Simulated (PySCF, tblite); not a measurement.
Isomers of C6H11PSi2, one GFN2-xTB conformer each. Single-point energies are computed at PBE0/pcSseg-1 (PySCF, gas phase, no added dispersion term), electronic only.

```tsv
SMILES	GFN2-xTB relative energy (kcal/mol)
CC#CC#C[SiH2]P[SiH2]C	0.0
C#C[C@@H](C)[Si@@H](C#C)[SiH2]P	28.5
```

Conformers: `[CH3:1][C:2]#[C:3][C:4]#[C:5][SiH2:6][PH:7][SiH2:8][CH3:9]` with C5–Si6–P7–Si8 -71°, Si6–P7–Si8–C9 -167°; `[CH:1]#[C:2][C@@H:3]([CH3:4])[Si@@H:5]([C:6]#[CH:7])[SiH2:8][PH2:9]` with C2–C3–Si5–C6 172°, C3–Si5–Si8–P9 167°, Si5–Si8–P9–H 61° and 154°.

What does PBE0/pcSseg-1 give for the same structures?

| SMILES | PBE0/pcSseg-1 E (Eh) | PBE0/pcSseg-1 (kcal/mol) | GFN2-xTB (kcal/mol) | point group |
| --- | --- | --- | --- | --- |
| CC#CC#C[SiH2]P[SiH2]C | -1154.78130 | 0.0 | 0.0 | C1 |
| C#C[C@@H](C)[Si@@H](C#C)[SiH2]P | -1154.73995 | 25.9 | 28.5 | C1 |

Both levels put the same isomer lowest. As drawn, the higher has an Si–Si bond, which the lower lacks.

Which frontier levels, dipoles and rotational constants go with these structures?

```csv
SMILES,"HOMO (eV, PBE0/pcSseg-1)",LUMO (eV),dipole (D),"A, B, C (MHz)"
CC#CC#C[SiH2]P[SiH2]C,-7.02,-1.00,1.90,"1456, 347.4, 294.5"
C#C[C@@H](C)[Si@@H](C#C)[SiH2]P,-7.38,-0.71,1.79,"1115, 639.0, 467.3"
```

What happens when harmonic zero-point energies from GFN2-xTB frequencies are added?

| SMILES | ZPE (kcal/mol) | electronic (kcal/mol) | with ZPE (kcal/mol) |
| --- | --- | --- | --- |
| CC#CC#C[SiH2]P[SiH2]C | 84.4 | 0.0 | 0.0 |
| C#C[C@@H](C)[Si@@H](C#C)[SiH2]P | 84.4 | 25.9 | 26.0 |

The zero-point energies span 0.0 kcal/mol. The order is unchanged.
